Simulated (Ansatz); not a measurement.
Isolated molecules relaxed with PBE0-D4/def2-TZVP in Ansatz; ΔE leaves out vibrations. CBS: MP2 limit from def2 TZ/QZ plus the TZ coupled-cluster correction, frozen cores. DFT in def2-TZVPP. Elements past krypton have def2 core potentials. For Ge, Te outer-core shells are correlated without core-valence functions, which leaves a few kJ/mol of doubt a bond. Scalar relativity is left out up to krypton. Each species was taken in one conformer, which may not be the lowest.

`O=C(S)[TeH]` + `[NH2][GeH3]` → `O=C(S)[NH][GeH3]` + H₂Te  (substitution at a C–Te bond)

`O=C(S)[TeH]`:

```xyz
6

O    -1.520   -0.130    0.753
C    -0.477    0.193    0.285
S     0.075    1.881    0.349
Te    0.866   -1.191   -0.688
H     1.240    1.685   -0.291
H    -0.185   -2.438   -0.408
```

`[NH2][GeH3]`:

Z-matrix (Å, degrees):
```
Ge
N 1 1.843
H 1 1.536 2 106.9
H 1 1.548 2 114.5 3 -120.5
H 1 1.536 2 106.8 3 119.0
H 2 1.011 1 113.7 3 59.1
H 2 1.011 1 113.6 3 -176.9
```

`O=C(S)[NH][GeH3]`:

Cartesian coordinates in Å:
```
O -0.538 1.432 -0.713
C 0.459 0.760 -0.603
S 2.030 1.207 -1.351
N 0.499 -0.397 0.093
Ge -1.069 -0.979 0.921
H 1.536 2.331 -1.889
H 1.368 -0.904 0.141
H -1.505 0.062 1.954
H -0.642 -2.292 1.593
H -2.138 -1.219 -0.146
```

H₂Te:

```xyz
3

Te   -0.341   -0.695   -0.069
H    -0.200    0.636   -1.043
H     0.540    0.059    1.112
```

CCSD(T)/CBS gives -50.0 kJ/mol.

Q: Another level gave -44.7 kJ/mol. Which?
A. SCS-MP2/def2-TZVPP
B. PBE/def2-TZVPP
C. BHLYP/def2-TZVPP
D. PBE0-D4/def2-TZVPP

A: B. PBE -44.7, SCS-MP2/def2-TZVPP -54.0, BHLYP -68.7, PBE0-D4 -59.0 kJ/mol.

Largest T1 diagnostic among the species: 0.016.

At CCSD(T), def2-SVP lies −37.0 kJ/mol from the extrapolated value and def2-TZVPP −7.8 kJ/mol. From BLYP to BHLYP (50 % exact exchange), in def2-TZVPP and without D4, ΔE moves by −28.9 kJ/mol.
